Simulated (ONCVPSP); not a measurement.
# What one change does to a pseudopotential (Sr (Z = 38), ONCV)

strontium (Sr), optimised norm-conserving Vanderbilt (ONCV), made with ONCVPSP 4.0.1 (PBE, scalar-relativistic). Core [Ar] 3d10, reference 4s2 4p6 5s2. Waves: 4s+5s: rc 2.25 bohr, ncon 5, nbas 10, qcut 6.8 1/bohr, 2 projectors; 4p: rc 1.85 bohr, ncon 5, nbas 10, qcut 7.1 1/bohr, 2 projectors, debl 2.6 Ha; d scattering state at 0.11 Ha: rc 2.25 bohr, ncon 5, nbas 9, qcut 4.7 1/bohr, 2 projectors, debl 0.4 Ha. Local part: polynomial inside 1.80 bohr (lpopt 1, dvloc0 -1 Ha). Core correction: Teter function, fcfact 3, rcfact 1.35.

In the d channel the program set the typed energies aside and used 0.050, 0.450 Ha.

Change: local potential polynomial inside 1.80 bohr (lpopt 1, dvloc0 9 Ha).

Cutoffs: the cutoffs (Ha) at which the residual kinetic energy of the hardest occupied pseudo-wave falls to 1 and 0.1 mHa per electron; they do not see the model core or the augmentation charge, which bear on the density cutoff. Errors are all-electron minus pseudo energies relative to the spin-unpolarised reference configuration.

Task: What does the change do?

Result: The potential gets neither clearly harder nor softer (17 Ha and 21 Ha → 17 Ha and 21 Ha); the bound ghost in p disappears; of the 4 tests that both files solve, the error grows in 0 and shrinks in 1 by more than 15 % and 0.3 meV (median size 1.3 → 0.7 meV); the range in which the d phases agree widens (upper end 2.3 → at the end of the scan). In the separable form a ghost depends on how the local part lies against the semilocal potential of the channel, so the choice of the local part can create or remove one.

```csv
quantity,base,changed
"cutoff, loose",17 Ha,17 Ha
"cutoff, tight",21 Ha,21 Ha
bound ghosts,p,none
GHOST(+) flags under 300 eV,none,none
"error for 4s2 4p6 5s1, meV [ΔE 5.89 eV]",-0.5,-0.5
"error for 4s2 4p6 5s0, meV [ΔE 16.89 eV]",-2.2,-2.0
"error for 4s2 4p6 5s1.5, meV [ΔE 2.34 eV]",-0.2,-0.2
"error for 4s2 4p6 5s0 5p1, meV [ΔE 8.82 eV]",-5.0,-1.0
s: phases at 2.29 bohr within 0.05 rad from the reference energy up to (Ha; the scan ends near 5),to the end of the scan,to the end of the scan
p: phases at 1.88 bohr within 0.05 rad from the reference energy up to (Ha; the scan ends near 5),to the end of the scan,to the end of the scan
d: phases at 2.29 bohr within 0.05 rad from the reference energy up to (Ha; the scan ends near 5),2.3,to the end of the scan
"rms error of d²Exc/dni dnj with the model core, mHa",0.45,0.45
```

 A true bound ghost makes a file unfit for plane-wave use even where its test errors are small: the radial tests pick states by their node count and pass the ghost by.
